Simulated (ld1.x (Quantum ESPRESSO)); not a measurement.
**u(r) = r·R(r): atom against pseudo-atom (Ga)**

Columns: radius, all-electron u(r) and pseudo u(r) of the 4p shell (level -2.90 eV) of gallium in the configuration [Ar] 3d10 4s1.5 4p1.5; BLYP, scalar-relativistic, ultrasoft scheme, ld1.x (Quantum ESPRESSO) 7.5.

```json
{"r (bohr)": "0.138", "all-electron": "0.1201", "pseudo": "0.0066"}
{"r (bohr)": "0.275", "all-electron": "-0.0615", "pseudo": "0.0257"}
{"r (bohr)": "0.413", "all-electron": "-0.1980", "pseudo": "0.0567"}
{"r (bohr)": "0.550", "all-electron": "-0.2072", "pseudo": "0.0972"}
{"r (bohr)": "0.688", "all-electron": "-0.1366", "pseudo": "0.1458"}
{"r (bohr)": "0.825", "all-electron": "-0.0339", "pseudo": "0.1991"}
{"r (bohr)": "0.963", "all-electron": "0.0756", "pseudo": "0.2553"}
{"r (bohr)": "1.100", "all-electron": "0.1775", "pseudo": "0.3109"}
{"r (bohr)": "1.238", "all-electron": "0.2680", "pseudo": "0.3645"}
{"r (bohr)": "1.375", "all-electron": "0.3441", "pseudo": "0.4131"}
{"r (bohr)": "1.513", "all-electron": "0.4072", "pseudo": "0.4561"}
{"r (bohr)": "1.650", "all-electron": "0.4573", "pseudo": "0.4920"}
{"r (bohr)": "1.788", "all-electron": "0.4966", "pseudo": "0.5208"}
{"r (bohr)": "1.925", "all-electron": "0.5259", "pseudo": "0.5423"}
{"r (bohr)": "2.062", "all-electron": "0.5467", "pseudo": "0.5572"}
{"r (bohr)": "2.200", "all-electron": "0.5604", "pseudo": "0.5664"}
{"r (bohr)": "2.338", "all-electron": "0.5679", "pseudo": "0.5708"}
{"r (bohr)": "2.475", "all-electron": "0.5702", "pseudo": "0.5712"}
{"r (bohr)": "2.613", "all-electron": "0.5682", "pseudo": "0.5684"}
{"r (bohr)": "2.750", "all-electron": "0.5627", "pseudo": "0.5627"}
{"r (bohr)": "2.888", "all-electron": "0.5543", "pseudo": "0.5543"}
{"r (bohr)": "3.025", "all-electron": "0.5435", "pseudo": "0.5435"}
{"r (bohr)": "3.162", "all-electron": "0.5310", "pseudo": "0.5310"}
{"r (bohr)": "3.300", "all-electron": "0.5169", "pseudo": "0.5169"}
{"r (bohr)": "3.438", "all-electron": "0.5017", "pseudo": "0.5017"}
{"r (bohr)": "3.575", "all-electron": "0.4858", "pseudo": "0.4858"}
```

Problem. How many radial nodes do the two functions have?

Solution. The all-electron 4p function has n − l − 1 = 2; the pseudo-wave has 0, since the states of the same l below it are removed with the core.

Problem. At about which radius was the pseudo-wave matched?

Solution. 2.75 bohr, where the columns begin to agree (steps of 0.14 bohr).

Problem. Where does each function peak?

Solution. Outermost all-electron maximum near 2.48 bohr, pseudo maximum near 2.48 bohr (to the table’s step).

Problem. Is the pseudo-wave norm-conserving?

Solution. No, it belongs to an ultrasoft set: the norm inside the radius is not constrained, and the difference is carried by the augmentation charge.
